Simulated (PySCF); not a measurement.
B(Me)2(Ph), SMILES c1ccccc1B(C)C (GFN2-xTB optimised geometry):

```
20

B     -1.832     0.001     0.000
C     -2.630    -1.361     0.000
H     -2.111    -2.175    -0.501
H     -3.622    -1.273    -0.437
H     -2.779    -1.677     1.034
C     -2.629     1.363     0.000
H     -2.112     2.175     0.507
H     -3.624     1.275     0.432
H     -2.773     1.683    -1.034
C     -0.269     0.001     0.000
C      0.463     1.071    -0.525
C      1.846     1.070    -0.537
C      2.543     0.001     0.000
C      1.846    -1.068     0.537
C      0.463    -1.069     0.525
H     -0.066     1.914    -0.947
H      2.383     1.907    -0.959
H      3.624     0.001     0.000
H      2.383    -1.906     0.959
H     -0.066    -1.912     0.947
```

Calculation: PBE0/def2-SVP in PySCF 2.14.0.

Question: What are the frontier orbital energies and the dipole moment?

Answer: HOMO-2 -8.49 eV, HOMO-1 -7.28 eV, HOMO -7.26 eV, LUMO -1.22 eV, LUMO+1 -0.02 eV; dipole moment 0.25 D.

On the same geometry PySCF 2.14.0 with PBE/def2-SVP gives HOMO-2 -7.01 eV, HOMO-1 -6.26 eV, HOMO -6.25 eV, LUMO -2.07 eV, LUMO+1 -0.95 eV; dipole moment 0.26 D.

Meta-Löwdin charges at PBE0/def2-SVP: B1 0.23, C2 -0.42, H3 0.11, H4 0.11, H5 0.13, C6 -0.42, H7 0.11, H8 0.11, H9 0.13, C10 -0.09, C11 -0.09, C12 -0.11, C13 -0.09, C14 -0.11, C15 -0.09, H16 0.10, H17 0.11, H18 0.11, H19 0.11, H20 0.10.
